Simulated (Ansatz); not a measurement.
Steps of a relaxation of C3H8Se (`CC[Se]C`) with RKS PBE0-D4/def2-TZVP.

```sh
$ ansatz run in.yaml --threads 4 --pin off --events-out ev --progress --plain --max-ram 10444MiB
```

```yaml
crystal:
  periodic: [false, false, false]
  atoms:
    - {symbol: C, position_ang: [0.591964, 1.781692, -0.842812]}
    - {symbol: C, position_ang: [0.397000, 0.568534, 0.058526]}
    - {symbol: Se, position_ang: [-0.915947, -0.680050, -0.732171]}
    - {symbol: C, position_ang: [-0.827980, -2.028615, 0.686680]}
    - {symbol: H, position_ang: [0.967824, 1.487788, -1.844114]}
    - {symbol: H, position_ang: [-0.356920, 2.337682, -0.986997]}
    - {symbol: H, position_ang: [1.328619, 2.483008, -0.399304]}
    - {symbol: H, position_ang: [1.347251, 0.013383, 0.199480]}
    - {symbol: H, position_ang: [0.020858, 0.865324, 1.059264]}
    - {symbol: H, position_ang: [-1.133687, -1.596094, 1.659138]}
    - {symbol: H, position_ang: [0.192122, -2.452529, 0.763637]}
    - {symbol: H, position_ang: [-1.534104, -2.835227, 0.412574]}
basis:
  gaussian: {orbitals: def2-TZVP}
hamiltonian: {xc: pbe0, dispersion: d4}
relax: {f_tol: 0.005, max_steps: 150}
```

Positions (Å) and forces (eV/Å) along the path, 5 of 5 steps:

```xyz
12
step=1 energy=-68580.8634 eV
C     0.592    1.782   -0.843    0.011    0.201   -0.183
C     0.397    0.569    0.059    0.126   -0.083    0.273
Se   -0.916   -0.680   -0.732    0.308    0.026    0.441
C    -0.828   -2.029    0.687   -0.010   -0.224    0.197
H     0.968    1.488   -1.844   -0.186    0.120    0.498
H    -0.357    2.338   -0.987    0.453   -0.289    0.084
H     1.329    2.483   -0.399   -0.350   -0.352   -0.190
H     1.347    0.013    0.199   -0.494    0.275   -0.109
H     0.021    0.865    1.059    0.161   -0.147   -0.534
H    -1.134   -1.596    1.659    0.151   -0.189   -0.527
H     0.192   -2.453    0.764   -0.520    0.248   -0.072
H    -1.534   -2.835    0.413    0.350    0.417    0.122
12
step=2 energy=-68580.9109 eV
C     0.586    1.768   -0.838    0.027    0.083   -0.038
C     0.400    0.564    0.064    0.003   -0.067    0.066
Se   -0.902   -0.671   -0.721    0.068    0.014    0.087
C    -0.823   -2.015    0.683   -0.001   -0.051    0.053
H     0.955    1.472   -1.827   -0.054    0.034    0.143
H    -0.356    2.313   -0.977    0.130   -0.084    0.024
H     1.315    2.463   -0.401   -0.101   -0.095   -0.062
H     1.339    0.013    0.197   -0.134    0.099   -0.021
H     0.025    0.857    1.052    0.066   -0.030   -0.151
H    -1.130   -1.582    1.640    0.046   -0.075   -0.139
H     0.188   -2.426    0.757   -0.155    0.055   -0.004
H    -1.520   -2.811    0.405    0.105    0.116    0.044
12
step=3 energy=-68580.9146 eV
C     0.586    1.766   -0.836   -0.007    0.001   -0.011
C     0.400    0.563    0.062   -0.004   -0.010    0.005
Se   -0.899   -0.670   -0.717    0.012    0.005    0.012
C    -0.823   -2.013    0.683    0.001    0.011   -0.008
H     0.953    1.472   -1.821    0.003    0.000   -0.010
H    -0.353    2.307   -0.974   -0.008    0.006   -0.003
H     1.311    2.459   -0.402    0.003   -0.001    0.006
H     1.337    0.020    0.194    0.009   -0.010    0.000
H     0.030    0.858    1.046   -0.006    0.000    0.011
H    -1.131   -1.586    1.636   -0.005    0.009    0.008
H     0.182   -2.426    0.760    0.012   -0.002   -0.003
H    -1.516   -2.805    0.404   -0.010   -0.010   -0.006
12
step=4 energy=-68580.9147 eV
C     0.585    1.765   -0.836    0.004    0.007    0.000
C     0.401    0.562    0.063   -0.005   -0.006   -0.003
Se   -0.897   -0.670   -0.717    0.003    0.000    0.002
C    -0.823   -2.012    0.682   -0.004    0.000   -0.001
H     0.951    1.471   -1.822    0.000   -0.001    0.000
H    -0.354    2.306   -0.973   -0.001   -0.001    0.001
H     1.310    2.458   -0.402    0.001    0.002    0.000
H     1.339    0.019    0.194    0.001    0.001    0.000
H     0.031    0.857    1.047    0.000    0.001    0.000
H    -1.133   -1.584    1.635    0.000   -0.001    0.001
H     0.183   -2.423    0.761    0.001    0.000    0.000
H    -1.515   -2.805    0.402    0.000   -0.001    0.001
12
step=5 energy=-68580.9147 eV
C     0.585    1.766   -0.836   -0.001   -0.001    0.000
C     0.402    0.562    0.063    0.001    0.000    0.002
Se   -0.895   -0.671   -0.718   -0.001    0.001   -0.003
C    -0.824   -2.012    0.683    0.001    0.000    0.002
H     0.950    1.473   -1.823    0.000    0.000    0.000
H    -0.355    2.306   -0.972    0.000    0.000    0.000
H     1.310    2.459   -0.402    0.000    0.000    0.000
H     1.341    0.019    0.192    0.000    0.000    0.000
H     0.033    0.855    1.047    0.000    0.000    0.000
H    -1.136   -1.584    1.635   -0.001    0.000    0.000
H     0.182   -2.424    0.764    0.000    0.000    0.000
H    -1.515   -2.805    0.402    0.000    0.001    0.000
```

It took 20 s on 4 threads of an Arm Neoverse V1 on a shared host, with 0.48 GiB of host memory at the peak.
